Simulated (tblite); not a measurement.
Input of a run (GFN2-xTB geometry optimisation, gas phase (tblite 0.8.0)), started from a force field or distance geometry:
```
{"job": {"kind": "relax", "xc": "GFN2-xTB", "basis": "xTB"}, "charge": 0, "multiplicity": 1}
C     -3.339400    -0.560900     0.279300
C     -2.143700    -0.365500     1.172700
C     -0.832400    -0.751700     0.470000
C      0.372100    -0.548900     1.372900
C      1.685800    -0.978900     0.728500
C      2.074800    -0.069300    -0.369200
C      2.401700     0.676100    -1.259600
Si     2.900300     1.833400    -2.635400
H     -3.436100    -1.604300    -0.037700
H     -3.276300     0.068400    -0.609200
H     -4.267100    -0.284100     0.810200
H     -2.265600    -0.988800     2.082700
H     -2.097900     0.676900     1.518900
H     -0.889900    -1.795000     0.138600
H     -0.737500    -0.125300    -0.433100
H      0.230400    -1.159000     2.299100
H      0.433100     0.494500     1.705800
H      1.605000    -2.008200     0.342800
H      2.476700    -0.978100     1.487000
H      3.753400     2.929600    -2.115400
H      1.687600     2.435000    -3.267000
H      3.654500     1.099200    -3.682700
```

Output (eV, eV/Å):
```
step      E/eV     max force
  0    -647.57111    0.947
  1    -647.60421    1.475
  2    -647.60776    1.418
  3    -647.62493    0.195
  4    -647.63080    0.154
  5    -647.63742    0.246
  6    -647.63973    0.145
  7    -647.64310    0.139
  8    -647.64556    0.185
  9    -647.64762    0.145
 10    -647.64881    0.071
 11    -647.64975    0.102
 12    -647.65046    0.107
 13    -647.65090    0.055
 14    -647.65111    0.025
 15    -647.65122    0.032
 16    -647.65130    0.037
 17    -647.65138    0.024
 18    -647.65147    0.023
 19    -647.65160    0.031
 20    -647.65176    0.036
 21    -647.65192    0.031
 22    -647.65208    0.026
 23    -647.65224    0.028
 24    -647.65237    0.030
 25    -647.65248    0.022
 26    -647.65257    0.017
 27    -647.65264    0.020
 28    -647.65272    0.024
 29    -647.65279    0.021
 30    -647.65284    0.015
 31    -647.65290    0.016
 32    -647.65295    0.018
 33    -647.65301    0.020
 34    -647.65306    0.020
 35    -647.65312    0.022
 36    -647.65319    0.019
 37    -647.65327    0.023
 38    -647.65336    0.025
 39    -647.65345    0.024
 40    -647.65355    0.025
 41    -647.65367    0.027
 42    -647.65380    0.026
 43    -647.65392    0.029
 44    -647.65405    0.027
 45    -647.65418    0.026
 46    -647.65431    0.033
 47    -647.65445    0.027
 48    -647.65457    0.024
 49    -647.65468    0.026
 50    -647.65476    0.021
 51    -647.65482    0.019
 52    -647.65488    0.019
 53    -647.65495    0.022
 54    -647.65501    0.020
 55    -647.65507    0.014
 56    -647.65514    0.016
 57    -647.65521    0.026
 58    -647.65530    0.034
 59    -647.65539    0.027
 60    -647.65547    0.021
 61    -647.65556    0.027
 62    -647.65569    0.040
 63    -647.65585    0.043
 64    -647.65600    0.026
 65    -647.65612    0.023
 66    -647.65621    0.027
 67    -647.65631    0.038
 68    -647.65643    0.034
 69    -647.65652    0.020
 70    -647.65659    0.019
 71    -647.65665    0.025
 72    -647.65672    0.032
 73    -647.65678    0.023
 74    -647.65682    0.012
 75    -647.65685    0.011
 76    -647.65687    0.016
 77    -647.65690    0.016
 78    -647.65692    0.009
```

Problem. Summarise the run.

Solution. The energy falls by 0.086 eV over 78 L-BFGS steps, the largest force on an atom goes from 0.95 to 0.009 eV/Å, and the atoms move by 0.129 Å rms after alignment. The bond that changes most is C5–C6 (propargylic carbon to alkyne carbon), which shortens by 0.029 Å. Bonds longer at the end by more than 0.005 Å: 3 of 21; shorter: 13. Among the angles that change most is H21–Si8–H22, from 108.3° to 110.3°. The energy never rose by more than 1e-5 eV on the way. The first step brought 39 % of the lowering.

Problem. What are the final bond lengths?

Solution. C1–C2 1.524 Å, C2–C3 1.527 Å, C3–C4 1.526 Å, C4–C5 1.534 Å, C5–C6 1.449 Å, C6≡C7 1.205 Å, C7–Si8 1.842 Å, C1–H9 1.088 Å, C1–H10 1.088 Å, C1–H11 1.088 Å, C2–H12 1.093 Å, C2–H13 1.092 Å, C3–H14 1.093 Å, C3–H15 1.092 Å, C4–H16 1.093 Å, C4–H17 1.092 Å, C5–H18 1.095 Å, C5–H19 1.095 Å, Si8–H20 1.466 Å, Si8–H21 1.467 Å, Si8–H22 1.466 Å. Numbering counts from 1 in the input's order; the species is `[SiH3]C#CCCCCC`.

Time: 0.64 s. Hardware: an Arm Neoverse V1 with one thread, no GPU, shared host with 32 logical CPUs at a one-minute load of 28.

Its lowest GFN2-xTB frequency is 3 cm⁻¹, too small to tell a flat minimum from a shallow saddle. One conformer, not necessarily the lowest.

The values belong to the conformer `[CH3:1][CH2:2][CH2:3][CH2:4][CH2:5][C:6]#[C:7][SiH3:8]`: C1–C2–C3–C4 -177°, C2–C3–C4–C5 180°, C3–C4–C5–C6 65°.

The numbers are calculated, not measured.
